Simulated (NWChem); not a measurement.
Program: NWChem. System: H₄Si₂, charge 0, spin multiplicity 1, at a geometry optimised with PBE/def2-SVP. The structure started from a generated list of species. Level: LDA (SVWN5)/def2-TZVP.

The NWChem input:

```
start mol
memory heap 200 mb stack 900 mb global 1100 mb
geometry units angstroms nocenter noautoz noautosym
  Si    -0.110127     1.016079     0.844389
  H     -0.378717     1.874448    -0.416670
  Si     0.123784    -0.870978    -0.611620
  H      0.841051    -0.634147    -1.918570
  H     -1.332587    -1.151177    -0.944799
  H      0.679053    -2.120533     0.021266
end
basis spherical
  * library def2-tzvp
end
dft
  xc slater vwn_5
  semidirect memsize 60000000 filesize 0
  iterations 100
end
task dft energy
```

Part of the output:

```
             Northwest Computational Chemistry Package (NWChem) 7.3.0
             --------------------------------------------------------

                                NWChem Input Module
                                -------------------

 Scaling coordinates for geometry "geometry" by  1.889725989
 (inverse scale =  0.529177249)

                             Geometry "geometry" -> ""
                             -------------------------

 Output coordinates in angstroms (scale by  1.889725989 to convert to a.u.)

  No.       Tag          Charge          X              Y              Z
 ---- ---------------- ---------- -------------- -------------- --------------
    1 Si                  14.0000    -0.11012700     1.01607900     0.84438900
    2 H                    1.0000    -0.37871700     1.87444800    -0.41667000
    3 Si                  14.0000     0.12378400    -0.87097800    -0.61162000
    4 H                    1.0000     0.84105100    -0.63414700    -1.91857000
    5 H                    1.0000    -1.33258700    -1.15117700    -0.94479900
    6 H                    1.0000     0.67905300    -2.12053300     0.02126600

 Effective nuclear repulsion energy (a.u.)      73.3915146365

            Nuclear Dipole moment (a.u.)
            ----------------------------
        X                 Y               Z
 ---------------- ---------------- ----------------
    -0.0000037795     0.0000094486    -0.0000132281


 Summary of "ao basis" -> "" (spherical)
 ------------------------------------------------------------------------------
       Tag                 Description            Shells   Functions and Types
 ---------------- ------------------------------  ------  ---------------------
 *                         def2-tzvp                  on all atoms

                                 NWChem DFT Module
                                 -----------------

 Summary of "ao basis" -> "ao basis" (spherical)
 ------------------------------------------------------------------------------
       Tag                 Description            Shells   Functions and Types
 ---------------- ------------------------------  ------  ---------------------
 Si                        def2-tzvp                13       37   5s5p2d1f
 H                         def2-tzvp                 4        6   3s1p

 Summary of "ao basis" -> "ao basis" (spherical)
 ------------------------------------------------------------------------------
       Tag                 Description            Shells   Functions and Types
 ---------------- ------------------------------  ------  ---------------------
 Si                        def2-tzvp                13       37   5s5p2d1f
 H                         def2-tzvp                 4        6   3s1p

            General Information
            -------------------
          SCF calculation type: DFT
          Wavefunction type:  closed shell.
          No. of atoms     :     6
          No. of electrons :    32
           Alpha electrons :    16
            Beta electrons :    16
          Charge           :     0
          Spin multiplicity:     1
          Use of symmetry is: off; symmetry adaption is: off
          Maximum number of iterations: 100
          AO basis - number of functions:    98
                     number of shells:    42
          Convergence on energy requested:  1.00D-06
          Convergence on density requested:  1.00D-05
          Convergence on gradient requested:  5.00D-04

              XC Information
[...]
 ---------------- ----- ----------------- --------- --------- ---------  ------
 d= 0,ls=0.0,diis     1   -578.9305843548 -6.52D+02  7.30D-03  1.14D+00     1.8
 d= 0,ls=0.0,diis     2   -578.9509015447 -2.03D-02  6.46D-03  6.84D-02     2.1
 d= 0,ls=0.0,diis     3   -578.9470831200  3.82D-03  3.45D-03  8.77D-02     2.3
 d= 0,ls=0.0,diis     4   -578.9671003173 -2.00D-02  3.94D-04  1.00D-03     2.6
 d= 0,ls=0.0,diis     5   -578.9672112294 -1.11D-04  1.66D-04  2.85D-04     3.0
  Resetting Diis
 d= 0,ls=0.0,diis     6   -578.9672647228 -5.35D-05  4.38D-05  5.38D-06     3.3
 d= 0,ls=0.0,diis     7   -578.9672654006 -6.78D-07  5.30D-05  2.22D-06     3.5
 d= 0,ls=0.0,diis     8   -578.9672640200  1.38D-06  3.56D-05  7.09D-06     3.8
 d= 0,ls=0.0,diis     9   -578.9672659847 -1.96D-06  2.40D-06  5.45D-08     4.1
 d= 0,ls=0.0,diis    10   -578.9672659961 -1.13D-08  3.91D-07  1.61D-09     4.4

         Total DFT energy =     -578.967265996067
      One electron energy =     -950.699710723226
           Coulomb energy =      339.122091005545
    Exchange-Corr. energy =      -40.781160914849
 Nuclear repulsion energy =       73.391514636463

 Numeric. integr. density =       31.999987890352

     Total iterative time =      4.0s

                       DFT Final Molecular Orbital Analysis
                       ------------------------------------

 Vector   14  Occ=2.000000D+00  E=-3.114025D-01
              MO Center=  3.6D-02, -1.2D+00, -4.2D-01, r^2= 2.6D+00
   Bfn.  Coefficient  Atom+Function         Bfn.  Coefficient  Atom+Function
  ----- ------------  ---------------      ----- ------------  ---------------
    94      0.228150  6 H  s                 60      0.193360  3 Si pz
    58      0.189094  3 Si px                88     -0.181754  5 H  s
    95      0.140948  6 H  s                 93      0.138678  6 H  s
    59     -0.121895  3 Si py                89     -0.119172  5 H  s
    87     -0.110045  5 H  s                  4      0.098884  1 Si s

 Vector   15  Occ=2.000000D+00  E=-2.644473D-01
              MO Center= -3.0D-02,  4.6D-01,  1.4D-01, r^2= 3.5D+00
   Bfn.  Coefficient  Atom+Function         Bfn.  Coefficient  Atom+Function
  ----- ------------  ---------------      ----- ------------  ---------------
    16      0.273796  1 Si py                39      0.215705  2 H  s
    40      0.200286  2 H  s                 59     -0.193422  3 Si py
     4     -0.156256  1 Si s                  5     -0.149773  1 Si s
    94      0.133538  6 H  s                 38      0.132373  2 H  s
    17     -0.117842  1 Si pz                19      0.113787  1 Si py

 Vector   16  Occ=2.000000D+00  E=-2.133872D-01
              MO Center= -8.1D-02,  7.1D-01,  6.3D-01, r^2= 3.5D+00
   Bfn.  Coefficient  Atom+Function         Bfn.  Coefficient  Atom+Function
  ----- ------------  ---------------      ----- ------------  ---------------
     5      0.345212  1 Si s                 17      0.320300  1 Si pz
     4      0.286593  1 Si s                 20      0.218746  1 Si pz
    59     -0.176826  3 Si py                 3     -0.166533  1 Si s
    60     -0.155836  3 Si pz                16      0.148439  1 Si py
     8     -0.124885  1 Si pz                14      0.122889  1 Si pz

 Vector   17  Occ=0.000000D+00  E=-1.613485D-01
              MO Center= -9.9D-02,  8.5D-01,  6.5D-01, r^2= 3.0D+00
   Bfn.  Coefficient  Atom+Function         Bfn.  Coefficient  Atom+Function
  ----- ------------  ---------------      ----- ------------  ---------------
    15      0.480558  1 Si px                18      0.410924  1 Si px
     6     -0.166568  1 Si px                12      0.163522  1 Si px
    89      0.135080  5 H  s                 16      0.121473  1 Si py
    19      0.101500  1 Si py                88      0.086886  5 H  s
    83     -0.085892  4 H  s                  9     -0.074303  1 Si px

 Vector   18  Occ=0.000000D+00  E=-2.752075D-02
              MO Center=  2.8D-03,  3.4D-01,  2.6D-01, r^2= 6.2D+00
   Bfn.  Coefficient  Atom+Function         Bfn.  Coefficient  Atom+Function
  ----- ------------  ---------------      ----- ------------  ---------------
    48      1.062386  3 Si s                 19      0.870000  1 Si py
    62      0.573952  3 Si py                40     -0.486602  2 H  s
    83     -0.460344  4 H  s                  5     -0.393623  1 Si s
    61      0.351608  3 Si px                16      0.312953  1 Si py
    18     -0.303795  1 Si px                63      0.296269  3 Si pz

 Vector   19  Occ=0.000000D+00  E=-6.914975D-03
              MO Center=  2.2D-02, -2.1D-01, -1.1D-01, r^2= 5.8D+00
   Bfn.  Coefficient  Atom+Function         Bfn.  Coefficient  Atom+Function
  ----- ------------  ---------------      ----- ------------  ---------------
     5      1.050722  1 Si s                 40     -0.959161  2 H  s
    63     -0.926697  3 Si pz                83     -0.689291  4 H  s
    20     -0.659174  1 Si pz                89     -0.640053  5 H  s
    62     -0.432365  3 Si py                 4      0.303710  1 Si s
    17     -0.221355  1 Si pz                61     -0.218712  3 Si px

 center of mass
 --------------
 x =   0.00596623 y =   0.06339003 z =   0.10168892

 moments of inertia (a.u.)
 ------------------
         338.813622531181          26.109217807127          17.546924407272
          26.109217807127         138.925983858910        -143.871854388031
          17.546924407272        -143.871854388031         227.593645552872

     Multipole analysis of the density
     ---------------------------------

     L   x y z        total         alpha         beta         nuclear
     -   - - -        -----         -----         ----         -------
     0   0 0 0     -0.000000    -16.000000    -16.000000     32.000000

     1   1 0 0      0.055363      0.027683      0.027683     -0.000004
     1   0 1 0      0.097679      0.048835      0.048835      0.000009
     1   0 0 1      0.010394      0.005204      0.005204     -0.000013

     2   2 0 0    -20.677175    -16.537956    -16.537956     12.398737
     2   1 1 0      0.633833      7.860966      7.860966    -15.088098
     2   1 0 1     -0.055748      4.514753      4.514753     -9.085255
     2   0 2 0    -23.471481    -73.893392    -73.893392    124.315303
     2   0 1 1     -0.580874    -37.693039    -37.693039     74.805204
     2   0 0 2    -24.269990    -47.786050    -47.786050     71.302111

 Task  times  cpu:        4.4s     wall:        4.4s

 Total times  cpu:        4.4s     wall:        4.4s
```
